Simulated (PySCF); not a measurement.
Isomers of C5H7F3Si, one GFN2-xTB conformer each. Single-point energies are computed at PBE0/pcSseg-1 (PySCF, gas phase, no added dispersion term), electronic only.

Problem. Rank them by PBE0/pcSseg-1 energy, lowest first (kJ/mol).
A. `[CH2:1]=[C:2]([CH2:3][SiH3:4])[C:5]([F:6])=[C:7]([F:8])[F:9]` with C1–C2–C3–Si4 98°, C1–C2–C5–F6 -3°
B. `[F:1][CH:2]([F:3])[C:4]1=[CH:5][CH2:6][Si@H:7]([F:8])[CH2:9]1` with F1–C2–C4–C5 -112°
C. `[F:1][C:2]([F:3])=[C:4]([F:5])[C@@H:6]1[CH2:7][CH2:8][SiH2:9]1` with C2–C4–C6–C7 -132°, C4–C6–C7–C8 -134°, C6–C7–C8–Si9 14°, C7–C8–Si9–C6 -11°, C4–C6–Si9–C8 130°

Solution. B (0.0), C (317.2), A (337.2).

As drawn, the lowest has an Si–F bond, which the highest lacks. GFN2-xTB itself gives, in the same order: 0.0, 243.7, 260.4. Both levels put the same isomer lowest; measured from each level's own lowest isomer, the values differ by up to 76.8 kJ/mol (C=C(C[SiH3])C(F)=C(F)F: 260.4 against 337.2).

Problem. Which frontier levels, dipoles and rotational constants go with these structures?

Solution. 
```json
{"SMILES": "FC(F)C1=CC[Si@H](F)C1", "HOMO (eV, PBE0/pcSseg-1)": "-7.72", "LUMO (eV)": "-0.16", "dipole (D)": "1.17", "A, B, C (MHz)": "3119, 715.3, 644.7"}
{"SMILES": "FC(F)=C(F)[C@@H]1CC[SiH2]1", "HOMO (eV, PBE0/pcSseg-1)": "-6.78", "LUMO (eV)": "-0.11", "dipole (D)": "2.52", "A, B, C (MHz)": "2677, 756.9, 719.2"}
{"SMILES": "C=C(C[SiH3])C(F)=C(F)F", "HOMO (eV, PBE0/pcSseg-1)": "-6.84", "LUMO (eV)": "-1.04", "dipole (D)": "1.88", "A, B, C (MHz)": "1718, 1047, 733.9"}
```
